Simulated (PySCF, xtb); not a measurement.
SiH2FBr, SMILES F[SiH2]Br.

Coordinates come from a PBE0-D3(BJ)/def2-TZVP optimisation.

Calculation: PySCF with C-PCM-ωB97X/def2-SVP.

The values are the electrostatic part of the solvation free energy, E(continuum) − E(gas) at the gas-phase geometry, in a cavity of scaled van der Waals radii (PySCF's table); cavitation and dispersion terms are not included. In vacuum the orbital gap is 13.49 eV. The dipole moment in vacuum is 1.43 D.

Problem. Estimate the values in water (ε = 78.36), acetonitrile (ε = 35.69), chlorobenzene (ε = 5.70). (The exact figures need the calculation; the answer reports its results.)

Solution. 
| solvent | ε | ΔG(elec) (kcal/mol) | dipole (D) | gap (eV) |
|---|---|---|---|---|
| water | 78.36 | -1.6 | 1.79 | 13.66 |
| acetonitrile | 35.69 | -1.6 | 1.79 | 13.65 |
| chlorobenzene | 5.70 | -1.3 | 1.72 | 13.63 |

For comparison, GFN2-xTB/ALPB(water) (xtb, at the GFN2-xTB geometry, all terms of that model) gives 0.7 kcal/mol.
